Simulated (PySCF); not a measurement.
# How methods differ on the excitation energy of Xe+

Xe+ [Kr] 4d10 5s2 5p5 (2P) → Xe+ [Kr] 4d10 5s2 5p4 6s1 (4P), as a difference of total energies. Computed with PySCF 2.14 in dyall-av2z, with the non-relativistic Hamiltonian (point nucleus). Correlated levels: valence: [Kr] 4d10 frozen; virtual orbitals above 40 to 60 times the deepest correlated orbital energy dropped. The calculations carry no spin-orbit coupling.

| method | excitation energy (eV) | difference from reference (eV) |
| --- | --- | --- |
| UHF | 11.518 | +0.165 |
| PBE | 11.733 | +0.380 |
| PBE0 | 11.909 | +0.556 |
| r2SCAN | 12.106 | +0.753 |
| revPBE | 11.724 | +0.371 |
| HSE06 | 11.898 | +0.545 |
| r2SCAN0 | 12.110 | +0.757 |
| ROHF | 11.531 | +0.178 |
| MP2 (valence) | 11.614 | +0.261 |
| SCS-MP2 (valence) | 11.710 | +0.357 |

Reference: 11.353 eV (measured; NIST levels, between the centres of gravity of the two terms).

These non-relativistic numbers lack the scalar-relativistic shift.

The promoted electron is Rydberg-like, and one or two diffuse shells describe it only roughly, which tends to raise the upper state.
